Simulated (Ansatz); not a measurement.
BHN (SMILES [B]=N), charge 0, multiplicity 2, relaxed at each level with Ansatz (a quantum-chemistry and plane-wave program); harmonic frequencies from differences of analytic forces, average atomic masses, frozen cores. Open shells are unrestricted.

```
level               B1–N2 (Å)  N2–H3 (Å)  B1–N2–H3 (°)  dipole (D)
------------------  ---------  ---------  ------------  ----------
HF/def2-TZVPP          1.2226     0.9793         180.0        0.10
PBE/def2-TZVPP         1.2443     1.0002         180.0        0.44
r2SCAN/def2-TZVPP      1.2375     0.9926         180.0        0.34
B3LYP/def2-TZVPP       1.2340     0.9926         180.0        0.30
PBE0/def2-TZVPP        1.2338     0.9921         180.0        0.32
wB97X-V/def2-TZVPP     1.2349     0.9937         180.0        0.26
MP2/cc-pVTZ            1.2352     0.9907         180.0        0.20
CCSD(T)/cc-pVDZ        1.2550     1.0030         180.0        0.76
CCSD(T)/cc-pVTZ        1.2444     0.9926         180.0        0.50
```
